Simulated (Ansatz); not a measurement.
CH₆GeO₂Si (`[OH][GeH]1[CH2][SiH2][O]1`), relaxed with RKS PBE-D4/def2-SVP in Ansatz 0.2.0 from a rough embedded geometry. The force threshold is 0.03 eV/Å; the program also tests the step.

The species carries charge 0 and has multiplicity 1.

Start:

```xyz
11

O    -0.433   -0.939    2.196
Ge   -0.948   -0.075    0.790
C     0.518    0.890    0.035
Si    0.395   -0.202   -1.457
O    -0.862   -1.111   -0.703
H     0.357   -1.487    1.959
H    -2.308    0.713    0.918
H     1.398    0.840    0.597
H     0.199    1.984   -0.211
H     0.022    0.451   -2.640
H     1.661   -1.065   -1.484
```

Task: How much energy does the relaxation release, and in how many steps? (An estimate is asked.)

Result: Ansatz gave: 59.89 kJ/mol, in 5 steps.

Task: Which bonds change most? (Best estimate.)

Result: Ansatz gave: Si4–H10 from 1.402 to 1.504 Å; Ge2–C3 from 1.911 to 1.991 Å; C3–H8 from 1.046 to 1.108 Å; O1–Ge2 from 1.729 to 1.789 Å.

Task: Give the relaxed structure. (Best estimate.)

Result: Ansatz gave: 
```xyz
11

O    -0.579   -1.005    2.265
Ge   -0.918   -0.043    0.796
C     0.561    1.020   -0.010
Si    0.431   -0.225   -1.455
O    -0.837   -1.098   -0.716
H     0.199   -1.582    2.143
H    -2.322    0.543    1.057
H     1.496    1.004    0.585
H     0.286    2.070   -0.230
H     0.023    0.387   -2.767
H     1.659   -1.070   -1.668
```
